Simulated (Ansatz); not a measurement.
Consider the homolysis of the Br–Ga bond: `[SH][Ga]([Br])[Br]` → Br• + `[SH][Ga][Br]`•.

Gas-phase electronic energies from Ansatz, PBE0-D4/def2-TZVP geometries. CCSD(T)/CBS adds triple-zeta CCSD(T) − MP2 to the extrapolated MP2 energy (def2 sets, frozen cores). Functionals use def2-TZVPP. B3LYP here is the variant with VWN-RPA as its local correlation; programs differ in this. Open shells (•) are unrestricted, without spin–orbit coupling. Spin–orbit coupling would lower the free atoms: clearly for Br. Bonds to Br, Ga are less sure, by a few kJ/mol each and by 10 to 20 or more in all where they break to atoms, as the def2 sets lack core-valence functions. Scalar relativity is left out up to krypton. Each species was taken in one conformer, which may not be the lowest.

```tsv
level	ΔE (kJ/mol)
B97M-V	375.5
PBE0-D4	375.7
B3LYP-D4	359.4
r2SCANh-D4	374.9
r2SCANh	372.7
r2SCAN0	370.8
CCSD/def2-SVP	359.2
CCSD(T)/def2-SVP	364.8
```

Question: What does CCSD(T)/CBS give? (Best estimate.)

Answer: Computed: +397.6 kJ/mol. The listed levels differ from it by -22.1, -21.9, -38.2, -22.7, -24.9, -26.8, -38.4, -32.8 kJ/mol.

Largest T1 diagnostic among the species: 0.013.

At CCSD(T), def2-SVP lies −32.8 kJ/mol from the extrapolated value and def2-TZVPP −17.8 kJ/mol: correlation converges slowly with the basis, and small sets miss more of it in the bonded molecule than in its fragments. Leaving LDA and LC-ωPBE aside and taking each functional with its dispersion term where it has one, the values, not all of them listed here, spread over 38.2 kJ/mol, from BLYP-D4 to PBE-QIDH. LDA lies +59.8 kJ/mol from PBE without D4, its usual overbinding.

CCSD(T)/CBS has its own doubt, a few kJ/mol and more with outer-core shells, so smaller differences from it don't rank the levels.
